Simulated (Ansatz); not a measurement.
One change: `N[SiH](O)[Si](N)(O)O` becomes `N[Si](O)(O)[TeH]`.

Ansatz, PBE0-D4/def2-TZVP geometries, multiplicity 1. Each molecule was computed in one conformer, which needn't be the lowest.

Elements past krypton have def2 core potentials.

```json
{"property": "HOMO–LUMO gap (ωB97M-V/def2-TZVPP) / eV", "`N[SiH](O)[Si](N)(O)O`": "11.05"}
{"property": "size of the dipole moment (PBE/def2-TZVPP) / D", "`N[SiH](O)[Si](N)(O)O`": "1.76"}
{"property": "HOMO energy (PBE0/def2-TZVPP) / eV", "`N[SiH](O)[Si](N)(O)O`": "-6.99"}
{"property": "HOMO–LUMO gap (PBE/def2-TZVPP) / eV", "`N[SiH](O)[Si](N)(O)O`": "5.15"}
{"property": "HOMO energy (B3LYP/def2-TZVPP) / eV", "`N[SiH](O)[Si](N)(O)O`": "-6.79"}
{"property": "HOMO–LUMO gap (B3LYP/def2-TZVPP) / eV", "`N[SiH](O)[Si](N)(O)O`": "6.83"}
```

(1) What does the change do to each property? (Estimate.)

Answers

(1) Computed: 
```tsv
property	`N[Si](O)(O)[TeH]`	shift
HOMO–LUMO gap (ωB97M-V/def2-TZVPP) / eV	10.08	-0.97
size of the dipole moment (PBE/def2-TZVPP) / D	1.64	-0.12
HOMO energy (PBE0/def2-TZVPP) / eV	-6.32	0.67
HOMO–LUMO gap (PBE/def2-TZVPP) / eV	4.26	-0.89
HOMO energy (B3LYP/def2-TZVPP) / eV	-6.10	0.69
HOMO–LUMO gap (B3LYP/def2-TZVPP) / eV	5.67	-1.16
```

With PBE0 the HOMO rises by 0.67 eV and the LUMO falls by 0.48 eV, so the gap narrows by about 1.15 eV. PBE moves the HOMO by 0.42 eV and ωB97M-V by 0.76 eV. Dipoles are sizes alone; their direction can turn.

B3LYP here is the variant with VWN-RPA as its local correlation; programs differ in this.

Spin–orbit coupling is left out; it splits and shifts lone-pair levels of the heavy atoms by tenths of an eV.
